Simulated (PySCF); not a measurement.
C₅H₇BO, SMILES O1CB(C1=C=C)C. The structure is a stationary point at PBE-D3(BJ)/def2-SVP. This is a generated structure with no PubChem entry under its InChIKey; it may be hypothetical.

Computed equilibrium geometry at PBE-D3(BJ)/def2-SVP (PySCF confirms it by a frequency run) as Cartesian coordinates in Å:
```xyz
14

C      2.8267    -0.6972    -0.0218
C      1.6201    -0.1736    -0.0398
C      0.3643     0.2681    -0.0441
O     -0.0779     1.5914    -0.1959
C     -1.5031     1.2219    -0.0789
B     -1.0792    -0.3106     0.0938
C     -1.7670    -1.6929     0.2661
H      3.3244    -1.0457    -0.9461
H      3.4020    -0.8031     0.9170
H     -2.0638     1.5116    -0.9953
H     -1.9732     1.7324     0.7911
H     -2.5840    -1.6592     1.0177
H     -2.2640    -1.9587    -0.6954
H     -1.0679    -2.5133     0.5198
```
Charge 0, spin multiplicity 1.
